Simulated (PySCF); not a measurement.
Two-component Hartree-Fock for Fe¹⁶⁺ (iron, charge +16)

Start: [Ne]. Calculated with PySCF 2.14 in an even-tempered Gaussian basis (18 s from 0.75 bohr⁻², ratio 2.6; 12 p from 0.97 bohr⁻², ratio 2.6; 6 d from 1 bohr⁻², ratio 2.8; 3 f from 32 bohr⁻², ratio 2.8): generalised Hartree-Fock with the X2C-1e Hamiltonian and a Gaussian nucleus; spin-orbit coupling (SO) screened by Boettger's factors.

```csv
spinor shell,electrons,"ε, screened SO (eV)",weight of nominal j (screened SO),"rms radius, screened SO (bohr)"
1s1/2,2,-7724.0,1.000,0.0674
2s1/2,2,-1397.4,1.000,0.283
2p1/2,2,-1277.1,1.000,0.253
2p3/2,4,-1263.8,1.000,0.255
```

```csv
quantity,screened SO
E (hartree),-1148.25103
M_J,0
⟨J²⟩,0.000
⟨L²⟩,0.000
⟨S²⟩,0.000
```
